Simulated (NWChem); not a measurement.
System: C4H5Cl; SMILES C=C=C(C)Cl

Excerpt of the output:

```
             Northwest Computational Chemistry Package (NWChem) 7.3.0
             --------------------------------------------------------

                             Geometry "geometry" -> ""
                             -------------------------

 Output coordinates in angstroms (scale by  1.889725989 to convert to a.u.)

  No.       Tag          Charge          X              Y              Z
 ---- ---------------- ---------- -------------- -------------- --------------
    1 C                    6.0000     0.63261300    -2.40334000     0.00000000
    2 C                    6.0000     0.15528200    -1.18651200     0.00000000
    3 C                    6.0000    -0.33837700     0.02225300     0.00000000
    4 C                    6.0000    -1.79280300     0.39873600     0.00000000
    5 Cl                  17.0000     0.77875800     1.41124600     0.00000000
    6 H                    1.0000     0.84328700    -2.93524100     0.92687600
    7 H                    1.0000     0.84328700    -2.93524100    -0.92687600
    8 H                    1.0000    -2.03680900     0.99742700    -0.88522600
    9 H                    1.0000    -2.03680900     0.99742700     0.88522600
   10 H                    1.0000    -2.41295800    -0.50225200     0.00000000

 Effective nuclear repulsion energy (a.u.)     191.2322833471

                                 NWChem DFT Module
                                 -----------------

 Summary of "ao basis" -> "ao basis" (spherical)
 ------------------------------------------------------------------------------
       Tag                 Description            Shells   Functions and Types
 ---------------- ------------------------------  ------  ---------------------
 C                          def2-svp                 6       14   3s2p1d
 Cl                         def2-svp                 8       18   4s3p1d
 H                          def2-svp                 3        5   2s1p

            General Information
            -------------------
          SCF calculation type: DFT
          Wavefunction type:  closed shell.
          No. of atoms     :    10
          No. of electrons :    46
           Alpha electrons :    23
            Beta electrons :    23
          Charge           :     0
          Spin multiplicity:     1
          Use of symmetry is: off; symmetry adaption is: off
          Maximum number of iterations: 150
          AO basis - number of functions:    99
                     number of shells:    47
          Convergence on energy requested:  1.00D-06
          Convergence on density requested:  1.00D-05
          Convergence on gradient requested:  5.00D-04

              XC Information
              --------------
                         B3LYP Method XC Potential
                     Hartree-Fock (Exact) Exchange  0.200
                        Slater Exchange Functional  0.800 local
                    Becke 1988 Exchange Functional  0.720 non-local
              Lee-Yang-Parr Correlation Functional  0.810
                  VWN I RPA Correlation Functional  0.190 local

             Grid Information
             ----------------
          Grid used for XC integration:  medium
          Radial quadrature: Mura-Knowles
          Angular quadrature: Lebedev.
          Tag              B.-S. Rad. Rad. Pts. Rad. Cut. Ang. Pts.
          ---              ---------- --------- --------- ---------
          C                   0.70       49          11.0       434
          Cl                  1.00       88          11.0       590
          H                   0.35       45          12.0       434
          Grid pruning is: on
          Number of quadrature shells:   509
          Spatial weights used:  Erf1

      Superposition of Atomic Density Guess
      -------------------------------------

 Sum of atomic energies:        -612.31915636

      Non-variational initial energy
      ------------------------------

 Total energy =    -615.028732
 1-e energy   =   -1218.538725
 2-e energy   =     412.277710
 HOMO         =      -0.259966
 LUMO         =      -0.019494

     ---------------------------------------------
      Total Density - Mulliken Population Analysis
     ---------------------------------------------

    Atom       Charge   Shell Charges
 -----------   ------   -------------------------------------------------------
    1 C    6     6.28   1.99  0.95  0.31  1.98  1.01  0.03
    2 C    6     5.99   1.99  0.99  0.28  1.95  0.74  0.03
    3 C    6     5.95   1.99  0.94  0.24  1.71  1.02  0.05
    4 C    6     6.13   1.99  0.96  0.14  2.04  0.98  0.02
    5 Cl  17    17.22   2.00  1.99  1.22  0.71  5.94  2.11  3.21  0.02
    6 H    1     0.87   0.66  0.19  0.03
    7 H    1     0.87   0.66  0.19  0.03
    8 H    1     0.89   0.67  0.20  0.03
    9 H    1     0.89   0.67  0.20  0.03
   10 H    1     0.90   0.67  0.21  0.03

   convergence    iter        energy       DeltaE   RMS-Dens  Diis-err
 ---------------- ----- ----------------- --------- --------- ---------
 d= 0,ls=0.0,diis     1   -615.2697992502 -8.07D+02  1.17D-02  4.98D-01
 d= 0,ls=0.0,diis     2   -615.2638949930  5.90D-03  8.09D-03  5.18D-01
 d= 0,ls=0.0,diis     3   -615.3153583244 -5.15D-02  2.65D-03  9.91D-02
 d= 0,ls=0.0,diis     4   -615.3276100904 -1.23D-02  7.73D-04  6.92D-03
 d= 0,ls=0.0,diis     5   -615.3286463028 -1.04D-03  1.49D-04  2.94D-04
  Resetting Diis
 d= 0,ls=0.0,diis     6   -615.3286772847 -3.10D-05  7.33D-05  4.45D-05
 d= 0,ls=0.0,diis     7   -615.3286827613 -5.48D-06  5.25D-05  5.97D-06
 d= 0,ls=0.0,diis     8   -615.3286810548  1.71D-06  3.27D-05  1.89D-05
 d= 0,ls=0.0,diis     9   -615.3286835269 -2.47D-06  2.85D-06  7.78D-08
 d= 0,ls=0.0,diis    10   -615.3286835362 -9.30D-09  7.42D-07  4.75D-09

         Total DFT energy =     -615.328683536215
      One electron energy =    -1222.525129451102
           Coulomb energy =      467.705742601233
    Exchange-Corr. energy =      -51.741580033405
 Nuclear repulsion energy =      191.232283347059

 Numeric. integr. density =       46.000008235742

                       DFT Final Molecular Orbital Analysis
                       ------------------------------------

 Vector   21  Occ=2.000000D+00  E=-3.059748D-01
              MO Center=  5.2D-01,  9.6D-01, -2.2D-10, r^2= 2.5D+00
   Bfn.  Coefficient  Atom+Function         Bfn.  Coefficient  Atom+Function
  ----- ------------  ---------------      ----- ------------  ---------------
    67      0.524074   5 Cl px               64      0.389194   5 Cl px
    68     -0.281852   5 Cl py               61      0.224816   5 Cl px
    65     -0.206007   5 Cl py               46      0.169933   4 C  px
    18      0.134023   2 C  px               32     -0.122601   3 C  px
    62     -0.119845   5 Cl py               45      0.105147   4 C  s

 Vector   22  Occ=2.000000D+00  E=-2.833431D-01
              MO Center=  4.4D-01, -1.2D+00,  1.8D-10, r^2= 3.2D+00
   Bfn.  Coefficient  Atom+Function         Bfn.  Coefficient  Atom+Function
  ----- ------------  ---------------      ----- ------------  ---------------
     4      0.377378   1 C  px               18      0.331181   2 C  px
    68      0.275007   5 Cl py                7      0.252383   1 C  px
    65      0.209824   5 Cl py               21      0.193106   2 C  px
    19      0.150108   2 C  py                5      0.143415   1 C  py
    62      0.119635   5 Cl py               67     -0.103132   5 Cl px

 Vector   23  Occ=2.000000D+00  E=-2.489920D-01
              MO Center=  1.6D-01, -1.6D-01, -6.0D-10, r^2= 3.3D+00
   Bfn.  Coefficient  Atom+Function         Bfn.  Coefficient  Atom+Function
  ----- ------------  ---------------      ----- ------------  ---------------
    69     -0.399799   5 Cl pz               20      0.364572   2 C  pz
    34      0.344010   3 C  pz               66     -0.274721   5 Cl pz
    23      0.249426   2 C  pz               37      0.205382   3 C  pz
    63     -0.158490   5 Cl pz               75     -0.130797   6 H  s
    80      0.130797   7 H  s                86      0.101648   8 H  s

 Vector   24  Occ=0.000000D+00  E=-2.505785D-02
              MO Center=  3.2D-01, -9.9D-01,  5.4D-10, r^2= 3.8D+00
   Bfn.  Coefficient  Atom+Function         Bfn.  Coefficient  Atom+Function
  ----- ------------  ---------------      ----- ------------  ---------------
     7      0.491375   1 C  px               68     -0.411632   5 Cl py
     4      0.355924   1 C  px               18     -0.353662   2 C  px
    21     -0.338052   2 C  px               45     -0.308002   4 C  s
    60      0.251665   5 Cl s                67     -0.237789   5 Cl px
    35     -0.233114   3 C  px               36     -0.208105   3 C  py

 Vector   25  Occ=0.000000D+00  E= 6.525600D-03
              MO Center= -1.8D-02, -8.4D-01, -2.9D-09, r^2= 3.6D+00
   Bfn.  Coefficient  Atom+Function         Bfn.  Coefficient  Atom+Function
  ----- ------------  ---------------      ----- ------------  ---------------
    37     -0.560947   3 C  pz               23      0.527937   2 C  pz
    34     -0.438602   3 C  pz               76     -0.439916   6 H  s
    81      0.439916   7 H  s                20      0.429888   2 C  pz
    86     -0.252702   8 H  s                91      0.252702   9 H  s
     9      0.205400   1 C  pz               69      0.189094   5 Cl pz

 Vector   26  Occ=0.000000D+00  E= 7.275362D-02
              MO Center= -1.8D+00, -2.0D-02,  1.4D-09, r^2= 6.4D+00
   Bfn.  Coefficient  Atom+Function         Bfn.  Coefficient  Atom+Function
  ----- ------------  ---------------      ----- ------------  ---------------
    45      2.766405   4 C  s                96     -1.294409  10 H  s
    86     -1.005990   8 H  s                91     -1.005990   9 H  s
    31     -0.647971   3 C  s                 3      0.597298   1 C  s
    76     -0.445453   6 H  s                81     -0.445453   7 H  s
    36     -0.351953   3 C  py               67     -0.254749   5 Cl px

     ---------------------------------------------
      Total Density - Mulliken Population Analysis
     ---------------------------------------------

    Atom       Charge   Shell Charges
 -----------   ------   -------------------------------------------------------
    1 C    6     6.19   1.99  0.90  0.28  2.09  0.90  0.03
    2 C    6     5.81   1.99  0.93  0.29  2.04  0.52  0.03
    3 C    6     6.22   1.99  0.94  0.24  2.05  0.94  0.05
    4 C    6     5.87   1.98  0.91  0.04  2.14  0.77  0.03
    5 Cl  17    17.11   2.00  1.98  1.27  0.69  5.93  2.16  3.04  0.03
    6 H    1     0.94   0.73  0.18  0.02
    7 H    1     0.94   0.73  0.18  0.02
    8 H    1     0.97   0.74  0.20  0.02
    9 H    1     0.97   0.74  0.20  0.02
   10 H    1     0.98   0.74  0.21  0.02

     -------------------------------------------
      Total Density - Lowdin Population Analysis
     -------------------------------------------

    Atom       Charge   Shell Charges
 -----------   ------   -------------------------------------------------------
    1 C    6     6.06   1.97  0.59  0.32  1.88  1.24  0.08
    2 C    6     6.02   1.97  0.65  0.29  1.86  1.17  0.08
    3 C    6     6.14   1.96  0.63  0.31  1.88  1.23  0.12
    4 C    6     6.05   1.96  0.57  0.30  1.90  1.23  0.07
    5 Cl  17    16.92   2.00  1.96  1.05  0.78  5.82  2.27  3.01  0.04
    6 H    1     0.96   0.63  0.26  0.07
    7 H    1     0.96   0.63  0.26  0.07
    8 H    1     0.96   0.64  0.26  0.07
    9 H    1     0.96   0.64  0.26  0.07
   10 H    1     0.96   0.64  0.26  0.07

     Multipole analysis of the density
     ---------------------------------

     L   x y z        total         alpha         beta         nuclear
     -   - - -        -----         -----         ----         -------
     0   0 0 0     -0.000000    -23.000000    -23.000000     46.000000

     1   1 0 0     -0.444328     -0.580432     -0.580432      0.716535
     1   0 1 0     -0.470755     -0.802413     -0.802413      1.134070
     1   0 0 1     -0.000000     -0.000000     -0.000000      0.000000

     2   2 0 0    -26.536260    -99.633289    -99.633289    172.730317
     2   1 1 0     -1.577458      5.782884      5.782884    -13.143225
     2   1 0 1     -0.000000     -0.000000     -0.000000      0.000000
     2   0 2 0    -25.422005   -186.605326   -186.605326    347.788647
     2   0 1 1     -0.000000     -0.000000     -0.000000      0.000000
     2   0 0 2    -27.277365    -19.504956    -19.504956     11.732547

                     NWChem Electrostatic Potential Fit Module
                     -----------------------------------------

 Atom parameters

 Number of atoms is                                   10
 Number of basis functions is                         99

 Grid parameters

 Maximum number of grid points is                  41726
 Number of grid points is                          41725
 Grid range                                     0.300000 nm
 Grid spacing                                   0.020000 nm
 Probe radius                                   0.070000 nm
 Atom radius factor                             1.000000

 Atomic radii

    1    0.100000
    6    0.147000
   17    0.169000
 FASTESP  F
  using M.O. file = ./job.movecs

    Atom              Coordinates                           Charge

                                                  ESP

    1 C     0.063261   -0.240334    0.000000   -0.289080
    2 C     0.015528   -0.118651    0.000000    0.004456
    3 C    -0.033838    0.002225    0.000000    0.056748
    4 C    -0.179280    0.039874    0.000000   -0.021558
    5 Cl    0.077876    0.141125    0.000000   -0.140655
    6 H     0.084329   -0.293524    0.092688    0.141498
    7 H     0.084329   -0.293524   -0.092688    0.142061
    8 H    -0.203681    0.099743   -0.088523    0.039494
    9 H    -0.203681    0.099743    0.088523    0.039975
   10 H    -0.241296   -0.050225    0.000000    0.027062
                                            ------------
                                                0.000000

 Dipole moment                                  0.726629

 Quadrupole moment Qxx                          3.702828
                   Qyy                         -4.599529
                   Qzz                          0.896701

 RMS deviation kJ/mol                           0.061882

 RRMS %                                        45.393547
```

Level: B3LYP/def2-SVP. The geometry was optimised at B3LYP/6-31G* (spherical d). B3LYP is NWChem's, with the RPA form of VWN correlation.

**Question.** Reconstruct the input file.

**Answer.** One answer among several that fit: the input that was run:
```
start job
memory heap 200 mb stack 900 mb global 1100 mb
geometry units angstroms noautosym nocenter noautoz
  C      0.632613    -2.403340     0.000000
  C      0.155282    -1.186512     0.000000
  C     -0.338377     0.022253     0.000000
  C     -1.792803     0.398736     0.000000
  Cl     0.778758     1.411246     0.000000
  H      0.843287    -2.935241     0.926876
  H      0.843287    -2.935241    -0.926876
  H     -2.036809     0.997427    -0.885226
  H     -2.036809     0.997427     0.885226
  H     -2.412958    -0.502252     0.000000
end
basis spherical
  * library def2-svp
end
dft
  xc b3lyp
  iterations 150
  mulliken
end
task dft energy
esp
  recalculate
  probe 0.07
  range 0.3
  factor 1.0
  spacing 0.02
end
task esp
```
